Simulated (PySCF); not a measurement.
[Gd(H2CO)]3+ at several levels of theory

Computed with PySCF 2.14.0 (density fitting, no spin-orbit coupling) at the geometry relaxed with PBE0:

```xyz
5
[Gd(H2CO)]3+ (singlet in the valence; each metal's 4f electrons, 7 of them, lie in its core potential, out of spins and levels)
Gd    0.0000    0.0000   -0.2026
O     0.0000    0.0000    1.8903
C     0.0000    0.0000    3.1582
H     0.9718    0.0000    3.7020
H    -0.9718    0.0000    3.7020
```

```csv
level,basis,state,HOMO (eV),gap (eV),charge on Gd1 (e),population of f-type functions on Gd1 (polarisation alone where 4f lies in the core),dipole about the centre of mass (D),largest force component (eV/Å)
PBE0,"Gd lcecp-1-SVP with ECP53, O def2-SVP, C def2-SVP, H def2-SVP",singlet,-25.21,5.71,2.45,0.03,4.80,0.00
M06-L,the same,singlet,-23.86,3.85,2.48,0.03,4.74,0.57
PBE0,"Gd lcecp-1-TZVP with ECP53, O def2-TZVP, C def2-TZVP, H def2-TZVP",singlet,-25.17,5.75,2.53,0.03,4.85,0.37
```

In the lcecp rows the 4f levels are missing from HOMO and gap, and the state counts the valence alone.

Charges are Mulliken's, which hang on the basis. The relaxation used the grid (50, 194), these runs (75, 302) or, all-electron (x2c bases, spin-free X2C Hamiltonian), (99, 590).

Problem. What does r2SCAN with Gd lcecp-1-SVP with ECP53, O def2-SVP, C def2-SVP, H def2-SVP give here?

Solution. state singlet, HOMO (eV) -24.01, gap (eV) 3.98, charge on Gd1 (e) 2.44, population of f-type functions on Gd1 (polarisation alone where 4f lies in the core) 0.03, dipole about the centre of mass (D) 4.89, largest force component (eV/Å) 0.29. Time: 31 s on 2 threads of Intel(R) Xeon(R) Processor @ 2.50GHz (Skylake/Cascade Lake), with other jobs on the host, from an already converged density.

In the first row's basis the gap widens with exact exchange: 3.8 to 4.0 eV for M06-L, r2SCAN (none); 5.7 eV for PBE0 (a fixed share).

An lcecp potential fixes the number of 4f electrons, so in runs with it no electron can move into or out of that shell.
